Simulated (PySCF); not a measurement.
Compound: C5H14AlN.
Cartesian coordinates in Å at the GFN2-xTB level; atoms count from 1:
```
atom  x, y, z in Å
C1     2.3467    0.0619    1.7506
C2     1.0353   -0.0504    1.6500
C3     0.3463   -0.7792    0.5375
N4    -0.4581    0.0613   -0.3528
C5     0.3622    1.0603   -1.0163
C6    -1.5778    0.6879    0.3296
Al7   -1.2091   -1.1973   -1.7786
H8     2.8158    0.5802    2.5694
H9     3.0087   -0.3736    1.0199
H10    0.3920    0.3872    2.4022
H11   -0.3273   -1.5405    0.9467
H12    1.0812   -1.2923   -0.0909
H13    1.1572    0.5552   -1.5644
H14   -0.2562    1.5976   -1.7351
H15    0.8017    1.7682   -0.3068
H16   -2.2322    1.1295   -0.4236
H17   -1.2592    1.4657    1.0287
H18   -2.1451   -0.0757    0.8603
H19   -2.0041   -0.1372   -2.6263
H20   -2.0334   -2.1508   -0.8341
H21    0.1465   -1.7411   -2.3665
```

Four sets of settings were typed for PySCF runs (density fitting) on one GFN2-xTB geometry. Runs with no stated cap are allowed at least 80 cycles.

Problem. One run ended without self-consistency. Which?
A. PBE0/def2-SVPD
B. PBE0/cc-pVDZ, energy threshold 0.001 Eh, at most 1 cycle
C. PBE0/pcSseg-1
D. X3LYP/pcSseg-0, grid level 0, at most 58 cycles

Solution. B. The cap of 1 cycle ended the SCF with an orbital gradient of 3.2e-01, before the energy threshold of 0.001 Eh and the gradient threshold (its square root) were both met. Raise the cap. Its energy and orbitals aren't self-consistent and shouldn't be used.

The end of its output:
```
final grid: 154136 points
cycle   1  E = -495.6453560800  dE =  5.772e-01  |g| = 3.237e-01  |ddm| = 7.975e+00
SCF not converged, last energy = -495.6453560800
```

The others met their thresholds:

```
                                       settings  basis functions  SCF cycles     E (Eh)  HOMO (eV)  LUMO (eV)  dipole (D)
X3LYP/pcSseg-0, grid level 0, at most 58 cycles               95          10  -495.1210      -7.31      -0.44        5.69
                                  PBE0/pcSseg-1              196          14  -495.6329      -7.40      -0.49        5.18
                                 PBE0/def2-SVPD              256          14  -495.4293      -7.39      -0.55        5.00
```

The row «X3LYP/pcSseg-0, grid level 0, at most 58 cycles» carries the error of a grid, fitting basis or threshold typed as a poor one on purpose, so its figures aren't the species' properties at that level. Cycle counts include a coarse-grid stage where the run had one.
